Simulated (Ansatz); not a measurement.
Start from `C[S][K]` and change one atom or group to get `C[S][GeH3]`.

Ansatz, PBE0-D4/def2-TZVP geometries, multiplicity 1. 

Scalar relativity is left out up to krypton.

```csv
property,`C[S][K]`
LUMO energy (ωB97M-V/def2-TZVPP) / eV,-0.76
HOMO–LUMO gap (ωB97M-V/def2-TZVPP) / eV,5.62
size of the dipole moment (ωB97M-V/def2-TZVPP) / D,9.84
HOMO energy (PBE0/def2-TZVPP) / eV,-4.25
size of the dipole moment (B3LYP/def2-TZVPP) / D,9.34
HOMO–LUMO gap (PBE/def2-TZVPP) / eV,1.41
```

Question: What does the change do to each property? (Best estimate.)

Answer: The calculation gave: 
| property | `C[S][GeH3]` | shift |
| --- | --- | --- |
| LUMO energy (ωB97M-V/def2-TZVPP) / eV | 1.94 | 2.70 |
| HOMO–LUMO gap (ωB97M-V/def2-TZVPP) / eV | 10.90 | 5.28 |
| size of the dipole moment (ωB97M-V/def2-TZVPP) / D | 1.39 | -8.45 |
| HOMO energy (PBE0/def2-TZVPP) / eV | -6.77 | -2.52 |
| size of the dipole moment (B3LYP/def2-TZVPP) / D | 1.38 | -7.96 |
| HOMO–LUMO gap (PBE/def2-TZVPP) / eV | 4.80 | 3.39 |

With PBE0 the HOMO falls by 2.52 eV and the LUMO rises by 1.48 eV, so the gap widens by about 4.00 eV. PBE moves the HOMO by -2.30 eV and ωB97M-V by -2.58 eV. The zero-point energy changes by 65.0 kJ/mol with +9 modes. Dipoles are sizes alone; their direction can turn.

B3LYP here is the variant with VWN-RPA as its local correlation; programs differ in this.
